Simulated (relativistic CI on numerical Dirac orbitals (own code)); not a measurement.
Cr²⁺ (3d4) in a crystal field

Calculated by Dirac-Coulomb-Breit CI, KLI orbitals optimised for each configuration, model QED (radiative potential, 1s self-energy scaled to tabulated hydrogen-like ionisation energies), valence Slater integrals scaled by 0.65, one configuration in a parametric crystal field (own radial code).

Field parameters in Wybourne normalisation: D4h B²₀ = −7Ds, B⁴₀ = 21(Dq − Dt), B⁴₄ = 21√(5/14) Dq; Oh B⁴₀ = 21Dq, B⁴₄ = √(5/14) B⁴₀; Td as Oh with Dq negative (B⁴₀ = 21Dq, B⁴₄ = √(5/14) B⁴₀). The field is a parameter set, without covalency.

S is read from ⟨S²⟩ = S(S + 1).

Powder χT (cm³ K mol⁻¹) by Van Vleck's formula, with temperature-independent terms:

| Field | 2 K | 5 K | 10 K | 20 K | 50 K | 100 K | 200 K | 300 K |
| --- | --- | --- | --- | --- | --- | --- | --- | --- |
| D4h, 10Dq = 14250, Ds = 2860, Dt = -220 cm⁻¹ | 1.96 | 2.17 | 2.41 | 2.69 | 2.88 | 2.93 | 2.94 | 2.95 |
| Oh, 10Dq = 7700 cm⁻¹ | 1.1 | 2.13 | 2.62 | 2.83 | 2.91 | 2.93 | 2.95 | 2.96 |
| Oh, 10Dq = 11500 cm⁻¹ | 0.763 | 1.73 | 2.43 | 2.78 | 2.92 | 2.94 | 2.96 | 2.97 |
| Td, 10Dq = -4750 cm⁻¹ | 0.316 | 0.765 | 1.22 | 1.5 | 1.76 | 2.08 | 2.5 | 2.72 |
| Td, 10Dq = -5950 cm⁻¹ | 0.336 | 0.808 | 1.26 | 1.52 | 1.77 | 2.09 | 2.51 | 2.73 |
| Td, 10Dq = -6150 cm⁻¹ | 0.338 | 0.812 | 1.26 | 1.52 | 1.77 | 2.09 | 2.51 | 2.73 |
| Td, 10Dq = -9400 cm⁻¹ | 0.299 | 0.732 | 1.21 | 1.51 | 1.78 | 2.09 | 2.51 | 2.73 |
| Td, 10Dq = -11000 cm⁻¹ | 0.00101 | 0.00253 | 0.00506 | 0.0101 | 0.0253 | 0.0532 | 0.352 | 1.07 |

(1) For Td, 10Dq = -9400 cm⁻¹: what effective moment follows at 300 K?

Answers

(1) μ_eff = √(8χT) = 4.67 μB. The ground level has S = 2.00; the spin-only moment for S = 2 is 4.90 μB. The difference comes from the orbital moment, spin-orbit mixing of terms and temperature-independent paramagnetism, all larger in this ionic model than in covalent complexes.
